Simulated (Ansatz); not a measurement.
Task: Name a neutral molecule of B, F, I with size of the dipole moment (PBE/def2-TZVPP) between 0.15 and 0.45 D and HOMO–LUMO gap (B3LYP/def2-TZVPP) between 6.80 and 7.10 eV (Ansatz, PBE0-D4/def2-TZVP geometry).

Result: `FB(F)I` (0.39 D, 6.99 eV). Other molecules can fit too; these were computed, each in one conformer that needn't be the lowest.

B3LYP here is the variant with VWN-RPA as its local correlation; programs differ in this.
